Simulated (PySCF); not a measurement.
All values below come from B3LYP-D3(BJ)/def2-TZVP // PBE0-D4/def2-SVP in PySCF. All species are isolated molecules in the gas phase. B3LYP has the VWN-RPA correlation part, as in Gaussian. Delta-SCF ions had no search for a lower state. Excitations are Tamm–Dancoff values on a coarser integration grid. The basis has no diffuse functions, so Rydberg states are missing or too high.

Reference species (SMILES): `[SiH3]c1c(Cl)ccc2ccccc12` (neutral, multiplicity 1).

```yaml
S1 oscillator strength: 0.026
S1–T1 gap (TDA): 1.34 eV
T1 excitation (TDA): 2.94 eV
vertical ionisation energy (Delta-SCF): 8.02 eV
```

Changed species: `[SiH3]c1ccc(Cl)c2ccccc12`.

Problem. Give the shifts of the S1 oscillator strength, S1–T1 gap (TDA), T1 excitation (TDA) and vertical ionisation energy (Delta-SCF).

Solution. the S1 oscillator strength increases by 0.135, to 0.161; the S1–T1 gap (TDA) rises by 0.08 eV, to 1.42 eV; the T1 excitation (TDA) falls by 0.08 eV, to 2.86 eV; the vertical ionisation energy (Delta-SCF) is nearly the same.
